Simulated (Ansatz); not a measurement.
HNaO (SMILES [OH][Na]) moved off its minimum; all values from Ansatz (a program for electronic structure), cores frozen in correlated methods.
(charge 0, multiplicity 1)
```xyz
3

Na     0.21360    -0.03452    -0.67510
O     -0.06806    -0.08219     0.92153
H     -0.02999    -0.03236     1.95083
```

| level | largest force (eV/Å) | on atom | rms difference from CCSD(T)/def2-TZVPPD (eV/Å) | dipole (D) |
|---|---|---|---|---|
| HF/def2-TZVPP | 12.80 | O2 | 0.539 | 5.43 |
| PBE/def2-TZVPP | 10.85 | O2 | 0.423 | 4.99 |
| r2SCAN/def2-TZVPP | 11.28 | O2 | 0.278 | 5.22 |
| B3LYP/def2-TZVPP | 11.24 | O2 | 0.297 | 5.11 |
| wB97M-V/def2-TZVPP | 11.39 | O2 | 0.261 | 5.15 |
| MP2/def2-TZVPPD | 12.01 | O2 | 0.058 | 5.61 |
| CCSD(T)/def2-TZVPPD | 11.87 | O2 | 0.000 | 5.64 |

The differences count from one level among others, with limits of its own. Forces at CCSD(T)/def2-TZVPPD (eV/Å):

```tsv
atom	Fx	Fy	Fz
Na1	1.396	0.208	-8.709
O2	-1.062	0.022	11.822
H3	-0.333	-0.231	-3.113
```
